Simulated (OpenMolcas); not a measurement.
Ta3+: ligand-field states by method

Ta3+ with 6 ligands (fluoride) in trigonal antiprismatic coordination (D3d) at 2.03 Å, a polar angle of 59.7° against the regular 54.74°. A charge of +0.5 e stands 2.6 Å behind each ligand. Ligand basis ANO-RCC-VDZP.

```yaml
Program: OpenMolcas 26.06
Basis: ANO-RCC-VDZP [7s6p4d2f1g]
Scalar_Hamiltonian: DKH2, point nucleus
Active_space: 2 electrons in 5 orbitals (5d)
State_averaging: 2S+1 = 3 even, 10 roots; 2S+1 = 1 even, 15 roots
Spin-orbit_coupling: RASSI with atomic mean-field integrals over the reference wave functions
```

I. CASSCF
II. SS-CASPT2, IPEA 0.25 Eh, imaginary shift 0.1 Eh (the lowest 17 gerade and 18 ungerade orbitals frozen, chosen by energy and not by shell, so the metal 5p can be frozen and 4f correlated)
III. SS-CASPT2, IPEA 0.25 Eh, imaginary shift 0.2 Eh (the lowest 17 gerade and 18 ungerade orbitals frozen, chosen by energy and not by shell, so the metal 5p can be frozen and 4f correlated)

Spin-free states (labels of D3, the rotations of D3d) in cm-1, each column counted from its own energy of the first state listed:

```
State  Degeneracy      I     II    III
   3E           2      0      0      0
  3A2           1   2225   2350   2350
   1E           2   7517   7300   7310
  1A1           1   9014   8340   8340
   1E           2  12521  11770  11800
  1A1           1  23114  21050  21080
   3E           2  29336  27750  27750
  3A1           1  31933  30230  30230
   3E           2  37776  34750  34750
   1E           2  38279  36140  36150
  3A2           1  40461  37260  37270
  1A1           1  41721  38960  38910
   1E           2  43711  41140  41140
  1A2           1  44141  41770  41770
  3A2           1  62738  59610  59610
   1E           2  72092  67690  67710
  1A1           1  82483  76220  76260
```

From I to II, I's first state of the same spin (3A2) moves from 2225 to 2350 cm-1, by about +130 cm-1.

From I to II, I's first state of another spin (1E) moves from 7517 to 7300 cm-1, by about -210 cm-1.

χT at 300 K: I 0.27, II 0.27, III 0.27 cm3 K/mol.

The states above are spin-free; spin-orbit coupling is strong here and shifts and splits them by thousands of cm-1.

Roots that are degenerate in the reference are averaged as groups; the widest CASPT2 spread within a group is 56 cm-1 (the 2-fold group of multiplicity 1 near 11800 cm-1 above the lowest state of its run, III). Shifts and gaps below about the spread of the groups concerned are not significant. Over all roots computed the reference weight is 0.73 to 0.74 in II, 0.73 to 0.74 in III; a low but even weight reflects the number of correlated electrons. An orbital doublet at a regular site is open to a Jahn-Teller distortion, which this geometry leaves out. The least metal-like active orbital is 79 % on the metal (Löwdin) and no ligand orbital is active, so the numbers are rough. Ligand-to-metal charge-transfer states are missing. With no ligand orbital active B as a rule stays too high, so bands that hang on it stand too high and its fall with covalency is understated. Without dynamic correlation the repulsion within the d shell is too large (B by tens of per cent), so at a given field states of lower spin stand too high (holds for I). With metal d orbitals alone the field can be off either way by tens of per cent (holds for I). With one d shell and no ligand orbital active, 10Dq can be off by a tenth or more (holds for II; III). No measured value stands beside these numbers; the geometry is a model, was not optimised and need not be the one that this ion takes.
